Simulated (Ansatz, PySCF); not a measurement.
This Ansatz (a program for electronic structure) input computes a PBE/def2-TZVPD energy:

Ansatz 0.2 input:
```yaml
crystal:
  periodic: [false, false, false]
  atoms:
    - {symbol: F, position_ang: [2.46106244, 0.30287375, -1.78815723]}
    - {symbol: C, position_ang: [1.26995126, 0.17236737, -1.28970058]}
    - {symbol: C, position_ang: [0.84912882, -0.45053642, -0.20713722]}
    - {symbol: F, position_ang: [1.70872892, -1.15454323, 0.57507032]}
    - {symbol: C, position_ang: [-0.53185697, -0.43240463, 0.22949000]}
    - {symbol: F, position_ang: [-1.14081832, -1.63128040, 0.35130638]}
    - {symbol: C, position_ang: [-1.23639653, 0.65820576, 0.51966387]}
    - {symbol: F, position_ang: [-2.50277116, 0.63521029, 0.86308062]}
    - {symbol: F, position_ang: [-0.76008625, 1.88265150, 0.49715584]}
basis:
  gaussian:
    orbitals: def2-TZVPD
hamiltonian:
  xc: {name: PBE}
magnetization: {spin_polarized: true, initial_magnetization: 1}
output: {forces: true}
```

**Question.** Write an input for the same energy in PySCF and say what it gives.

**Answer.** 
```python
from pyscf import gto, scf, dft

mol = gto.M(
    atom='''
    F     2.46106244    0.30287375   -1.78815723
    C     1.26995126    0.17236737   -1.28970058
    C     0.84912882   -0.45053642   -0.20713722
    F     1.70872892   -1.15454323    0.57507032
    C    -0.53185697   -0.43240463    0.22949000
    F    -1.14081832   -1.63128040    0.35130638
    C    -1.23639653    0.65820576    0.51966387
    F    -2.50277116    0.63521029    0.86308062
    F    -0.76008625    1.88265150    0.49715584
    ''',
    basis='def2-tzvpd',
    charge=0,
    spin=1,
    verbose=4,
)

mf = dft.UKS(mol, xc='pbe').density_fit(auxbasis='def2-universal-jkfit')
mf.grids.level = 3
mf.conv_tol = 1e-9
mf.max_cycle = 100
mf.max_memory = 1500
mf.kernel()
if not mf.converged:
    mf = mf.newton()
    mf.kernel(mf.make_rdm1())
for _ in range(2):
    mo, _, stable, _ = mf.stability(return_status=True)
    if stable:
        break
    mf.kernel(mf.make_rdm1(mo, mf.mo_occ))
mf.analyze()
```
It gives -651.11194 Eh, and Ansatz -651.11180 Eh, a difference of 0.14 mEh, from the treatment of integrals and grids.

It need not be the lowest isomer of its formula.
